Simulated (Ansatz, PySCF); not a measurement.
This Ansatz (a program for electronic structure) input computes a BLYP/def2-TZVPD energy:

Ansatz 0.2 input:
```yaml
crystal:
  periodic: [false, false, false]
  atoms:
    - {symbol: Sr, position_ang: [-0.00000000, -0.00000000, -0.40177766]}
    - {symbol: F, position_ang: [0.00000000, 0.00000000, 1.69639455]}
basis:
  gaussian:
    orbitals: def2-TZVPD
hamiltonian:
  xc: {name: BLYP}
magnetization: {spin_polarized: true, initial_magnetization: 1}
output: {forces: true}
```

Question: Write an input for the same energy in PySCF and say what it gives.

Answer: 
```python
from pyscf import gto, scf, dft

mol = gto.M(
    atom='''
    Sr   -0.00000000   -0.00000000   -0.40177766
    F     0.00000000    0.00000000    1.69639455
    ''',
    basis='def2-tzvpd',
    ecp='def2-tzvp',
    charge=0,
    spin=1,
    symmetry='C2v',
    verbose=4,
)

mf = dft.UKS(mol, xc='blyp').density_fit(auxbasis='def2-universal-jkfit')
mf.grids.level = 3
mf.conv_tol = 1e-9
mf.max_cycle = 100
mf.max_memory = 1500
mf.kernel()
if not mf.converged:
    mf = mf.newton()
    mf.kernel(mf.make_rdm1())
mf.analyze()
```
It gives -130.62515 Eh, and Ansatz -130.62511 Eh, a difference of 0.04 mEh, from the treatment of integrals and grids.
